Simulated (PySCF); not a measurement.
# Electronic absorption of C5H7F3

Species: C₅H₇F₃.
SMILES: `F[C@@H]1CCCC1(F)F`

Method: PySCF 2.14.0, density-fitted response routines, TDDFT wB97X-D/def2-SVPD, vertical, gas phase, core orbitals frozen in the response. One conformer (not necessarily the lowest) at the GFN2-xTB geometry, without solvent, vibrations or thermal averaging.

```
state  E (eV)  λ (nm)       f   main configurations (H = HOMO, L = LUMO)
   S1    8.75   141.7  0.0034        H→L (38%), H→L+1 (31%), H→L+3 (23%)
   S2    9.41   131.8   0.014  H-1→L (40%), H-1→L+1 (24%), H-1→L+3 (14%)
   S3    9.49   130.6  0.0061        H→L (46%), H→L+3 (17%), H→L+1 (14%)
   S4    9.77   126.9  0.0060       H-2→L (60%), H-1→L (13%), H→L+3 (9%)
   S5    9.99   124.2   0.016       H→L+3 (32%), H→L+1 (29%), H-1→L (8%)
   S6   10.02   123.7  0.0028                    H-3→L (55%), H-1→L (9%)
   S7   10.07   123.2   0.017                    H→L+2 (59%), H-3→L (8%)
   S8   10.15   122.1   0.023    H-3→L (16%), H→L+2 (15%), H-1→L+1 (13%)
```

Triplets, Tamm–Dancoff:

```json
{"state": "T1", "E (eV)": "8.34", "λ (nm)": "148.7", "main configurations (H = HOMO, L = LUMO)": "H→L+1 (32%), H→L+3 (29%), H→L (26%)"}
{"state": "T2", "E (eV)": "9.06", "λ (nm)": "136.9", "main configurations (H = HOMO, L = LUMO)": "H-1→L (33%), H-1→L+1 (25%), H-1→L+3 (17%)"}
{"state": "T3", "E (eV)": "9.32", "λ (nm)": "133.0", "main configurations (H = HOMO, L = LUMO)": "H→L (52%), H-2→L (11%), H→L+3 (10%)"}
```

The lowest singlet lies at 8.75 eV (142 nm, vacuum ultraviolet) and is very weak; its leading configuration is HOMO→LUMO (38%). The most intense listed level is S8 at 10.15 eV (122 nm, f = 0.023), 1.40 eV above S1. It is the last of those listed, so stronger ones may follow. Löwdin shares by element: HOMO carbon 32% or more, fluorine 28% or more (atoms not listed hold the other 40%); LUMO carbon 26% or more, hydrogen 20% or more (atoms not listed hold the other 53%). Weighted by f, the mean energy of these states is 9.86 eV. Of the 8 states listed, 4 reach f = 0.01 and none stays under 0.0005. Orbital energies (eV): HOMO-3 -12.23, HOMO-2 -11.92, HOMO-1 -11.72, HOMO -11.06, LUMO 2.25, LUMO+1 2.81, LUMO+2 2.97. Only the lowest 8 singlets were computed, as vertical energies without vibronic structure.

Time: 62 s wall (grids of density and orbitals included). Hardware: one thread, Arm Neoverse V2, on a shared host.
